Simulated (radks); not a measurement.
Results of a calculation; reference values are marked as such.
Question: V VI, configuration [Ar] (the NIST ground configuration). Level of theory: Dirac Kohn-Sham, PBEsol, spin-unpolarised, spherical densities, finite nucleus; Fermi nuclear charge, rms radius 3.6002 fm (a radial shooting solver on a logarithmic mesh with Libxc functionals). Some entries of the table are withheld. Estimate them.

orbital,occ.,eigenvalue (eV),<r> (bohr),r(max) (bohr)
1s1/2,2,-5437.123,0.06650,0.04353
2s1/2,2,-683.9387,0.3082,0.2559
2p1/2,2,-589.4022,0.2723,(1)
2p3/2,4,-582.3237,0.2750,(2)
3s1/2,2,(3),0.9060,0.8034
3p1/2,2,-117.9402,0.9383,0.8144
3p3/2,4,-116.9698,0.9446,0.8202
3d3/2,0,-75.6414,1.003,0.7842
3d5/2,0,-75.5274,1.004,0.7857
4s1/2,0,-51.1222,2.134,2.008

Answer: 
(1) 2p1/2 r(max) (bohr): 0.2067
(2) 2p3/2 r(max) (bohr): 0.2090
(3) 3s1/2 eigenvalue (eV): -144.4333
